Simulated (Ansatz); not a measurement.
CH7GeNSi can be A, `C=N[SiH2][GeH3]`, or B, `[SiH3]/N=[CH]\[GeH3]`.

Calculated with Ansatz (gas phase, PBE0-D4/def2-TZVP geometries, no zero-point term in ΔE). CBS: MP2 limit from def2 TZ/QZ plus the TZ coupled-cluster correction, frozen cores. Functionals use def2-TZVPP. B3LYP here is the variant with VWN-RPA as its local correlation; programs differ in this. For Ge outer-core shells are correlated without core-valence functions, which leaves a few kJ/mol of doubt a bond. Scalar relativity is left out up to krypton. One conformer a species, not always the lowest.

Q: Which isomer does CCSD(T)/CBS put lower? Give the gap. (An estimate is asked.)

A: Ansatz gave: A, by 10.1 kcal/mol.

Q: Give E(B) − E(A) in kcal/mol with r2SCAN-D4, B3LYP-D4, PBE-D4, B3LYP, HF/def2-TZVPP, ωB97M-V, B2PLYP. (Estimate.)

A: Computed: r2SCAN-D4 10.5, B3LYP-D4 9.9, PBE-D4 11.0, B3LYP 10.4, HF/def2-TZVPP 10.3, ωB97M-V 10.0, B2PLYP 9.9. None reverses the order clearly.

Largest T1 diagnostic: 0.013.
